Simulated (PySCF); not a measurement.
**C₆ coefficients of unlike pairs at revPBE**

Calculated with PySCF 2.14 from the dipole response of each species, C₆(A,B) = (3/π) ∫ α_A(iu) α_B(iu) du, in atomic units, from isotropic polarisabilities. For ions this is the dispersion term alone; charge-induced terms of lower order in 1/R come first.

```
species           configuration                                                                 basis      relativity  α (bohr³)  C₆ (like pair)
    F²⁺       [He] 2s2 2p3 (4S)                                               dyall-acv3z (15s9p4d2f)   spin-free X2C      1.250           1.593
     Al       [Ne] 3s2 3p1 (2P)                                          aug-cc-pV(Q+d)Z (7s6p5d3f2g)            none      65.47           583.6
    F³⁺       [He] 2s2 2p2 (3P)                                              aug-cc-pVQZ (6s5p4d3f2g)            none     0.9446          0.8565
    Sn⁺  [Kr] 4d10 5s2 5p1 (2P)  def2-QZVPPD with the def2 core potential (28 electrons) (8s6p5d4f1g)  core potential      27.48           212.7
```

Task: Estimate C₆ for Sn⁺ with F²⁺.

Result: The integral gives 15.94. The combination rule 2 C_A C_B / (C_A α_B/α_A + C_B α_A/α_B) gives 15.16 and the geometric mean 18.41.

No spin-orbit coupling is included.

The other pairs:

```csv
pair,C₆
"Sn⁺, Al",331.3
"F³⁺, Al",15.34
"Sn⁺, F³⁺",11.82
"F³⁺, F²⁺",1.168
"Al, F²⁺",20.52
```
